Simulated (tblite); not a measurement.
Compound: C4H11FP2Si2.
Structure used (GFN2-xTB), in Å, numbered top down from 1:
```
atom  x, y, z in Å
C1     0.8168   -2.3813   -1.6107
C2     0.5318   -1.2230   -1.4972
C3     0.1597    0.1592   -1.3301
C4     1.2811    0.9734   -0.6755
Si5    1.9040    0.3014    0.9930
Si6   -1.5138    0.2920   -0.3668
F7    -2.6276    0.2539   -1.5626
P8    -2.0593   -1.4667    0.9547
P9    -1.6945    2.3882    0.4422
H10    1.0900   -3.3866   -1.7333
H11   -0.0421    0.5701   -2.3283
H12    0.9224    1.9994   -0.5429
H13    2.1242    1.0296   -1.3693
H14    2.5565   -0.9928    0.8034
H15    0.7684    0.1419    1.9129
H16    2.8477    1.2764    1.5405
H17   -0.7609   -1.9344    1.0501
H18   -2.3336   -2.2732   -0.1379
H19   -2.9382    2.1667    1.0062
H20   -1.0378    2.1167    1.6290
```

All values are computed: GFN2-xTB (tblite) harmonic vibrations without scaling, gas phase. The method is semi-empirical: single wavenumbers can be off by several per cent or more. Modes of hydrogen on phosphorus and silicon can be 10 to 20 % off. One conformer, not necessarily the lowest. The optimisation stopped once no atom felt more than 0.01 eV/Å.

Lowest wavenumbers of the output (negative numbers stand for imaginary wavenumbers):
```
mode    cm-1
  1     -41.1
  2      32.4
  3      72.6
  4      81.3
  5      94.3
  6     107.3
  7     114.4
  8     127.5
```

Task: Is this structure a minimum?

Result: Not by this Hessian. 1 mode is imaginary beyond 20i (41i cm⁻¹), so at this level the point lies at or near a first-order saddle. The curvature is small, so loose convergence or finite differences may be the whole cause.

Task: Which atoms move in the imaginary mode?

Result: 41i: H18 (P–H hydrogen) 31 %, H17 (P–H hydrogen) 29 %, P8 (three-coordinate phosphorus) 19 %. These are shares of the mass-weighted motion.

Task: What is the remedy?

Result: Step along that mode in both directions, optimise again with tighter thresholds and repeat the frequencies. The zero-point energy of this point (79.0 kcal/mol) counts the 53 real modes alone, and thermal corrections from it aren't those of a minimum.
